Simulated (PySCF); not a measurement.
SMILES [OH][Al]([OH])[NH][Si](O)(O)O (H₆AlNO₅Si), B3LYP/def2-SVP optimised geometry.

```
14

Si     1.66    -0.44    -0.15
O      0.62    -1.75    -0.03
O      2.48    -0.60    -1.59
O      2.88    -0.46     0.98
N      0.63     0.91     0.00
Al    -1.17     0.91     0.00
O     -1.93     2.43     0.00
O     -2.04    -0.55     0.03
H      0.95    -2.56    -0.44
H      3.44    -0.52    -1.53
H      2.63    -0.22     1.88
H      1.09     1.82     0.01
H     -2.88     2.56     0.00
H     -1.47    -1.33     0.04
```

Density from B3LYP/def2-TZVP in PySCF 2.14.0 at that geometry.

Minimum of the electron density along straight lines between bonded atoms, close to the bond critical point (lines longer than 1.1 times the sum of covalent radii, or with two minima, are not listed):

```json
[
 {"bond": "Si1–O2", "length / Å": "1.675", "ρ at the minimum / e bohr⁻³": "0.133", "∇²ρ there / e bohr⁻⁵": "0.71", "position (fraction from the first atom)": "0.41"},
 {"bond": "Si1–O3", "length / Å": "1.659", "ρ at the minimum / e bohr⁻³": "0.138", "∇²ρ there / e bohr⁻⁵": "0.75", "position (fraction from the first atom)": "0.41"},
 {"bond": "Si1–O4", "length / Å": "1.665", "ρ at the minimum / e bohr⁻³": "0.135", "∇²ρ there / e bohr⁻⁵": "0.74", "position (fraction from the first atom)": "0.41"},
 {"bond": "Si1–N5", "length / Å": "1.711", "ρ at the minimum / e bohr⁻³": "0.140", "∇²ρ there / e bohr⁻⁵": "0.54", "position (fraction from the first atom)": "0.40"},
 {"bond": "N5–Al6", "length / Å": "1.797", "ρ at the minimum / e bohr⁻³": "0.098", "∇²ρ there / e bohr⁻⁵": "0.52", "position (fraction from the first atom)": "0.58"},
 {"bond": "Al6–O7", "length / Å": "1.701", "ρ at the minimum / e bohr⁻³": "0.109", "∇²ρ there / e bohr⁻⁵": "0.76", "position (fraction from the first atom)": "0.43"},
 {"bond": "Al6–O8", "length / Å": "1.702", "ρ at the minimum / e bohr⁻³": "0.111", "∇²ρ there / e bohr⁻⁵": "0.76", "position (fraction from the first atom)": "0.43"},
 {"bond": "O2–H9", "length / Å": "0.965", "ρ at the minimum / e bohr⁻³": "0.352", "∇²ρ there / e bohr⁻⁵": "-2.37", "position (fraction from the first atom)": "0.80"},
 {"bond": "O3–H10", "length / Å": "0.964", "ρ at the minimum / e bohr⁻³": "0.352", "∇²ρ there / e bohr⁻⁵": "-2.37", "position (fraction from the first atom)": "0.80"},
 {"bond": "O4–H11", "length / Å": "0.964", "ρ at the minimum / e bohr⁻³": "0.353", "∇²ρ there / e bohr⁻⁵": "-2.36", "position (fraction from the first atom)": "0.80"},
 {"bond": "N5–H12", "length / Å": "1.019", "ρ at the minimum / e bohr⁻³": "0.324", "∇²ρ there / e bohr⁻⁵": "-1.49", "position (fraction from the first atom)": "0.73"},
 {"bond": "O7–H13", "length / Å": "0.961", "ρ at the minimum / e bohr⁻³": "0.355", "∇²ρ there / e bohr⁻⁵": "-2.38", "position (fraction from the first atom)": "0.80"},
 {"bond": "O8–H14", "length / Å": "0.969", "ρ at the minimum / e bohr⁻³": "0.347", "∇²ρ there / e bohr⁻⁵": "-2.32", "position (fraction from the first atom)": "0.81"}
]
```
